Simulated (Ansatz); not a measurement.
Consider the formal loss of a carbene: `[CH3][Al]([OH])[CH2]F` → `[CH]F` + `[CH3][AlH][OH]`.

Program: Ansatz. Geometries: PBE0-D4/def2-TZVP. ΔE: electronic, gas phase. CBS: MP2 limit from def2 TZ/QZ plus the TZ coupled-cluster correction, frozen cores. This one scheme is used for every species. DFT in def2-TZVPP. One conformer a species, not always the lowest.

Task: Is it downhill or uphill in electronic energy at CCSD(T)/CBS, and by how much? (An estimate is asked.)

Result: The calculation gave: Uphill: ΔE = +3.91 eV.

Task: What do these levels give: PBE-D4, r2SCAN-D4, ωB97M-V, PBE, MP2/def2-TZVPP, CCSD/def2-TZVPP? (Estimate.)

Result: The calculation gave: PBE-D4 4.10, r2SCAN-D4 4.14, ωB97M-V 3.90, PBE 4.04, MP2/def2-TZVPP 4.10, CCSD/def2-TZVPP 3.80 eV.

Largest T1 diagnostic among the species: 0.018.

The D4 term adds +0.09 eV with B3LYP and +0.05 eV with PBE0; it sums over pairs of atoms, weighted by their polarisabilities, and B3LYP, whose exchange is more repulsive, gets the larger term. In def2-TZVPP, CCSD(T) changes the Hartree–Fock value by +0.44 eV (the triples alone add +0.03 eV) and MP2 by +0.72 eV. From PBE to PBE0 (25 % exact exchange), in def2-TZVPP and without D4, ΔE moves by +0.06 eV.

B3LYP here is the variant with VWN-RPA as its local correlation; programs differ in this.
